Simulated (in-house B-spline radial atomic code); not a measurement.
## Ionising the iridium ion Ir⁵⁺ with different functionals

Computed with an all-electron radial atomic-structure program (B-spline basis): four-component Dirac-Coulomb Hamiltonian, Fermi nucleus of rms radius 5.4032 fm, spin-restricted, spherical fractional occupations for the functionals. The ionisation energy is the difference of two self-consistent energies, [Xe] 4f14 5d4 → [Xe] 4f14 5d3, without Breit or QED terms; ε is the level of the shell that loses the electron (mean over j). The electron is taken from both j subshells in proportion to 2j + 1, so the result is a j average, not the step between ground levels.

Hybrids are left out here: with spherical fractional occupations of an open shell their exact exchange keeps a self-interaction that integer-occupation calculations don't have.

| method | rung | ΔSCF (eV) | -ε(5d) (eV) |
| --- | --- | --- | --- |
| LDA VWN5 | LDA | 72.81 | 65.22 |
| relativistic LDA | LDA | 72.82 | 65.23 |
| LDA PW92 | LDA | 72.80 | 65.22 |
| LDA exchange-only | LDA | 71.10 | 63.54 |
| PBE | GGA | 72.47 | 64.89 |
| PBEsol | GGA | 72.50 | 64.92 |
| BLYP | GGA | 72.35 | 64.77 |
| RPBE | GGA | 72.38 | 64.80 |
| PW91 | GGA | 72.56 | 64.98 |
| BP86 | GGA | 72.57 | 64.99 |
| AM05 | GGA | 72.52 | 64.94 |
| OLYP | GGA | 72.64 | 65.04 |

Question: How do they compare with the NIST value?

Answer: NIST lists 72 eV ± 2 (tabulated theory, ground level to ground level). Errors run from -0.90 to +0.82 eV; all lie within about twice that uncertainty, so the table can't rank the methods.
